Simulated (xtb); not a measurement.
xtb input (GFN2-xTB):

```bash
xtb mol.xyz --gfn 2 --sp --chrg -1 --uhf 0
```
mol.xyz:
```
9

B      0.12490355     0.00152673     0.00165422
F     -0.01234210    -0.13899340     1.40736374
C      1.41933303     0.08265623    -0.64326073
C     -1.31298531     0.05309354    -0.71832685
H      1.52675442     0.19049945    -1.72179615
H      2.36702024     0.04248472    -0.10603574
H     -1.92306983     0.89058084    -0.35049822
H     -1.89943706    -0.85615341    -0.52280112
H     -1.22279289     0.16139671    -1.80388807
```

Output:

```
           -------------------------------------------------
          |                Calculation Setup                |
           -------------------------------------------------

           -------------------------------------------------
          |                 G F N 2 - x T B                 |
           -------------------------------------------------

        Reference                      10.1021/acs.jctc.8b01176
      * Hamiltonian:
        H0-scaling (s, p, d)           1.850000    2.230000    2.230000
        zeta-weighting                 0.500000
      * Dispersion:
        s8                             2.700000
        a1                             0.520000
        a2                             5.000000
        s9                             5.000000
      * Repulsion:
        kExp                           1.500000    1.000000
        rExp                           1.000000
      * Coulomb:
        alpha                          2.000000
        third order                    shell-resolved
        anisotropic                    true
        a3                             3.000000
        a5                             4.000000
        cn-shift                       1.200000
        cn-exp                         4.000000
        max-rad                        5.000000

          ...................................................
          :                      SETUP                      :
          :.................................................:
          :  # basis functions                  21          :
          :  # atomic orbitals                  21          :
          :  # shells                           13          :
          :  # electrons                        24          :
          :  max. iterations                   250          :
          :  Hamiltonian                  GFN2-xTB          :
          :  restarted?                      false          :
          :  GBSA solvation                  false          :
          :  PC potential                    false          :
          :  electronic temp.          300.0000000     K    :
          :  accuracy                    1.0000000          :
          :  -> integral cutoff          0.2500000E+02      :
          :  -> integral neglect         0.1000000E-07      :
          :  -> SCF convergence          0.1000000E-05 Eh   :
          :  -> wf. convergence          0.1000000E-03 e    :
          :  Broyden damping             0.4000000          :
          :  net charge                         -1          :
          :  unpaired electrons                  0          :
          ...................................................

 iter      E             dE          RMSdq      gap      omega  full diag
   1    -12.7737699 -0.127738E+02  0.730E+00    7.59       0.0  T
   2    -12.8608768 -0.871068E-01  0.818E+00    4.75       1.0  T
   3    -13.1066958 -0.245819E+00  0.363E+00    5.16       1.0  T
   4    -13.1013772  0.531862E-02  0.109E+00    5.00       1.0  T
   5    -13.1108632 -0.948604E-02  0.450E-01    5.30       1.0  T
   6    -13.1120444 -0.118121E-02  0.115E-01    5.21       1.0  T
   7    -13.1120910 -0.465507E-04  0.390E-02    5.22       1.0  T
   8    -13.1120874  0.355055E-05  0.227E-02    5.22       1.5  T
   9    -13.1120916 -0.419581E-05  0.340E-03    5.22       9.8  T
  10    -13.1120916 -0.471629E-08  0.140E-03    5.22      23.8  T
  11    -13.1120916 -0.997297E-08  0.570E-04    5.22      58.5  T
  12    -13.1120916 -0.443125E-08  0.120E-04    5.22     277.9  T

   *** convergence criteria satisfied after 12 iterations ***

         #    Occupation            Energy/Eh            Energy/eV
      -------------------------------------------------------------
         1        2.0000           -0.5193279             -14.1316
       ...           ...                  ...                  ...
         6        2.0000           -0.2612692              -7.1095
         7        2.0000           -0.2380315              -6.4772
         8        2.0000           -0.2304190              -6.2700
         9        2.0000           -0.2167670              -5.8985
        10        2.0000           -0.2009639              -5.4685
        11        2.0000           -0.1599890              -4.3535
        12        2.0000           -0.0800053              -2.1771 (HOMO)
        13                          0.1118618               3.0439 (LUMO)
        14                          0.3399897               9.2516
        15                          0.3557650               9.6809
        16                          0.4008864              10.9087
        17                          0.4018247              10.9342
       ...                                ...                  ...
        21                          0.8391332              22.8340
      -------------------------------------------------------------
                  HL-Gap            0.1918671 Eh            5.2210 eV
             Fermi-level            0.0159282 Eh            0.4334 eV

 SCC (total)                   0 d,  0 h,  0 min,  0.007 sec
 SCC setup                      ...        0 min,  0.000 sec (  2.846%)
 Dispersion                     ...        0 min,  0.000 sec (  1.125%)
 classical contributions        ...        0 min,  0.000 sec (  0.522%)
 integral evaluation            ...        0 min,  0.001 sec ( 11.564%)
 iterations                     ...        0 min,  0.004 sec ( 52.403%)
 molecular gradient             ...        0 min,  0.002 sec ( 28.158%)
 printout                       ...        0 min,  0.000 sec (  3.011%)

         :::::::::::::::::::::::::::::::::::::::::::::::::::::
         ::                     SUMMARY                     ::
         :::::::::::::::::::::::::::::::::::::::::::::::::::::
         :: total energy             -12.985123150964 Eh    ::
         :: gradient norm              0.029235403877 Eh/a0 ::
         :: HOMO-LUMO gap              5.220970139706 eV    ::
         ::.................................................::
         :: SCC energy               -13.112090251131 Eh    ::
         :: -> isotropic ES            0.179033071414 Eh    ::
         :: -> anisotropic ES          0.014734178221 Eh    ::
         :: -> anisotropic XC          0.000702983005 Eh    ::
         :: -> dispersion             -0.004212426730 Eh    ::
         :: repulsion energy           0.126967100167 Eh    ::
         :: add. restraining           0.000000000000 Eh    ::
         :: total charge              -1.000000000000 e     ::
         :::::::::::::::::::::::::::::::::::::::::::::::::::::

           -------------------------------------------------
          |                Property Printout                |
           -------------------------------------------------

    * Orbital Energies and Occupations

         #    Occupation            Energy/Eh            Energy/eV
      -------------------------------------------------------------
         1        2.0000           -0.5193279             -14.1316
         2        2.0000           -0.3724203             -10.1341
         3        2.0000           -0.3039186              -8.2700
         4        2.0000           -0.2708498              -7.3702
         5        2.0000           -0.2688843              -7.3167
         6        2.0000           -0.2612692              -7.1095
         7        2.0000           -0.2380315              -6.4772
         8        2.0000           -0.2304190              -6.2700
         9        2.0000           -0.2167670              -5.8985
        10        2.0000           -0.2009639              -5.4685
        11        2.0000           -0.1599890              -4.3535
        12        2.0000           -0.0800053              -2.1771 (HOMO)
Note: The following floating-point exceptions are signalling: IEEE_UNDERFLOW_FLAG IEEE_DENORMAL
normal termination of xtb
        13                          0.1118618               3.0439 (LUMO)
        14                          0.3399897               9.2516
        15                          0.3557650               9.6809
        16                          0.4008864              10.9087
        17                          0.4018247              10.9342
        18                          0.4123374              11.2203
        19                          0.5026930              13.6790
        20                          0.6495566              17.6753
        21                          0.8391332              22.8340
      -------------------------------------------------------------
                  HL-Gap            0.1918671 Eh            5.2210 eV
             Fermi-level            0.0159282 Eh            0.4334 eV

     #   Z          covCN         q      C6AA      α(0)
     1   5 B        2.520     0.255    19.027     7.562
     2   9 F        0.719    -0.460    14.307     4.467
     3   6 C        2.756    -0.302    36.398     9.879
     4   6 C        3.665    -0.157    23.842     7.003
     5   1 H        0.925    -0.109     5.899     3.798
     6   1 H        0.925    -0.098     5.503     3.669
     7   1 H        0.923    -0.042     3.900     3.088
     8   1 H        0.923    -0.042     3.900     3.088
     9   1 H        0.924    -0.045     3.971     3.116

 Mol. C6AA /au·bohr⁶  :        876.526784
 Mol. C8AA /au·bohr⁸  :      19146.743284
 Mol. α(0) /au        :         45.670456

Wiberg/Mayer (AO) data.
largest (>0.10) Wiberg bond orders for each atom

 ---------------------------------------------------------------------------
     #   Z sym  total        # sym  WBO       # sym  WBO       # sym  WBO
 ---------------------------------------------------------------------------
     1   5 B    3.485 --     3 C    1.758     4 C    0.911     2 F    0.801
     2   9 F    0.872 --     1 B    0.801
     3   6 C    3.788 --     1 B    1.758     5 H    0.977     6 H    0.977
     4   6 C    3.903 --     9 H    0.992     8 H    0.985     7 H    0.985
                             1 B    0.911
     5   1 H    0.988 --     3 C    0.977
     6   1 H    0.990 --     3 C    0.977
     7   1 H    0.998 --     4 C    0.985
     8   1 H    0.998 --     4 C    0.985
     9   1 H    0.998 --     4 C    0.992
 ---------------------------------------------------------------------------

Topologies differ in total number of bonds
Writing topology from bond orders to xtbtopo.mol

molecular dipole:
                 x           y           z       tot (Debye)
 q only:       -0.697      -0.005      -0.043
   full:       -0.952      -0.001      -0.124       2.441
molecular quadrupole (traceless):
                xx          xy          yy          xz          yz          zz
 q only:       -4.328      -0.291       6.245       1.491       0.834      -1.917
  q+dip:       -1.828      -0.224       4.610       1.374       0.755      -2.782
   full:       -2.666      -0.282       5.131       1.781       0.781      -2.466

           -------------------------------------------------
          | TOTAL ENERGY              -12.985123150964 Eh   |
          | GRADIENT NORM               0.029235403877 Eh/α |
          | HOMO-LUMO GAP               5.220970139706 eV   |
           -------------------------------------------------

------------------------------------------------------------------------
------------------------------------------------------------------------
 total:
 SCF:
```

It need not be the lowest isomer of its formula. Whether it binds its extra electron was not tested at this geometry.
